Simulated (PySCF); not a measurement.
CH6AsNOSi.
SMILES: `C(=O)([SiH2][AsH2])N`

Jobs on this species (11 atoms, 74 electrons) with PySCF (density fitting). Hardware of each: Arm Neoverse V1, one thread (shared host). Times come from a shared host and carry two figures at best. Peak memory is the resident size of the whole Python process, interpreter and libraries included.

```tsv
level and settings	work	basis functions	SCF cycles	wall time	peak memory
delta-SCF UKS SCAN, pcX-1 on the ionised atom, pcseg-1 elsewhere, spin-free X2C	ΔSCF core ionisation, 5 holes	139	?	?	?
delta-SCF UKS HF, pcX-2 on the ionised atom, pcseg-1 elsewhere, spin-free X2C	ΔSCF core ionisation, 5 holes	159	?	?	?
delta-SCF UKS SCAN, pcX-2 on the ionised atom, pcseg-1 elsewhere, non-relativistic	ΔSCF core ionisation, 5 holes	159	83	32 s	0.61 GiB
PBE0-D3(BJ)/def2-SVP, grid level 1	geometry optimisation from a GFN2-xTB start shaken at random	122	80	81 s	0.48 GiB
delta-SCF UKS SCAN, def2-TZVP on the ionised atom, pcseg-1 elsewhere, spin-free X2C	ΔSCF core ionisation, 5 holes	136	83	31 s	0.54 GiB
delta-SCF UKS PBE0, pcX-2 on the ionised atom, pcseg-1 elsewhere, spin-free X2C	ΔSCF core ionisation, 5 holes	159	77	48 s	0.71 GiB
delta-SCF UKS SCAN, pcX-2 on the ionised atom, pcseg-1 elsewhere, spin-free X2C	ΔSCF core ionisation, 5 holes	159	84	33 s	0.61 GiB
delta-SCF UKS PBE, pcX-2 on the ionised atom, pcseg-1 elsewhere, spin-free X2C	ΔSCF core ionisation, 5 holes	159	85	21 s	0.54 GiB
delta-SCF UKS B3LYP, pcX-2 on the ionised atom, pcseg-1 elsewhere, spin-free X2C	ΔSCF core ionisation, 5 holes	159	76	49 s	0.62 GiB
```

Q: Fill in the missing figures.

A: 
- delta-SCF UKS SCAN, pcX-1 on the ionised atom, pcseg-1 elsewhere, spin-free X2C; ΔSCF core ionisation, 5 holes: 26 s, 0.54 GiB, 82 SCF cycles
- delta-SCF UKS HF, pcX-2 on the ionised atom, pcseg-1 elsewhere, spin-free X2C; ΔSCF core ionisation, 5 holes: 34 s, 0.54 GiB, 81 SCF cycles

Q: What do all jobs in the table cost together?

A: About 5.9 min; the longest takes about 23 % of that, and about 3.9 times as long as the shortest.
